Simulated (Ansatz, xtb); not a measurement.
**FGeH3NO+: which of two isomers lies lower**

We compare a, `[NH2+]=[Ge]([OH])[F]`, a singlet, with b, `[NH3+][O][Ge][F]`, a singlet. Both are isolated ions in the gas phase, relaxed with r2SCAN-D4/def2-SVP; the shapes shown needn't be the lowest conformers.

a (Å):

```xyz
7

F     1.5723   -1.5406   -0.9236
Ge    0.7970   -0.6185    0.2587
N    -0.6359    0.2361   -0.1637
O     1.4301   -0.5444    1.8329
H    -1.1411    0.8074    0.5144
H    -1.0251    0.1990   -1.1059
H     2.2449   -1.0456    2.0264
```

b (Å):

```xyz
7

F    -1.2999   -0.0270   -1.2407
Ge   -1.6703   -1.5603   -2.0534
N    -0.8562   -1.7120    0.6643
O    -1.2514   -2.4582   -0.4392
H    -1.5099   -1.8815    1.4462
H    -0.8495   -0.6949    0.4177
H     0.0876   -2.0098    0.9608
```

Quicker runs give these differences E(b) − E(a): GFN2-xTB −15.2 kcal/mol; HF/STO-3G +42.5 kcal/mol (at GFN2-xTB geometries); r2SCAN-D4/def2-SVP//GFN2-xTB +14.1 kcal/mol.

Question: Which of the two would you expect CCSD(T)/def2-TZVP electronic energies to favour?

Answer: Structure a; the calculation gives E(b) − E(a) = +21.4 kcal/mol.

Level by level:

```
                       level            geometry  E(b) − E(a) (kcal/mol)  departure from the last row (kcal/mol)  job, with rough time for the two
                    GFN2-xTB            GFN2-xTB                     −15.2                                   −36.6              optimisation, 0.18 s
                   HF/STO-3G            GFN2-xTB                     +42.5                                   +21.1              single point, 0.52 s
r2SCAN-D4/def2-SVP//GFN2-xTB            GFN2-xTB                     +14.1                                    −7.3               single point, 2.6 s
          r2SCAN-D4/def2-SVP  r2SCAN-D4/def2-SVP                     +12.8                                    −8.7                optimisation, 23 s
                HF/def2-TZVP  r2SCAN-D4/def2-SVP                     +22.5                                    +1.1           part of the CCSD(T) run
               MP2/def2-TZVP  r2SCAN-D4/def2-SVP                     +26.8                                    +5.3           part of the CCSD(T) run
           CCSD(T)/def2-TZVP  r2SCAN-D4/def2-SVP                     +21.4                                                        single point, 78 s
```

As drawn, b has 1 N–O, 1 N–H in place of 1 Ge=N, 1 O–H.

GFN2-xTB puts the two in the other order. The largest departure from CCSD(T)/def2-TZVP is that of GFN2-xTB, 36.6 kcal/mol.

With harmonic frequencies from r2SCAN-D4/def2-SVP (ideal gas, rigid rotor, one conformer each, 298.15 K, 1 atm): the zero-point term adds +2.9 kcal/mol; ΔH is +23.8 and ΔG +24.6 kcal/mol.

The correlated steps freeze 12 core orbitals; the filled d shell of Ge is correlated, in a basis made for valence electrons. Codes used: Ansatz 0.2.0, xtb 6.7.1; the last row on 2 threads of Intel(R) Xeon(R) Platinum 8259CL CPU @ 2.50GHz (Skylake/Cascade Lake) on a shared host.
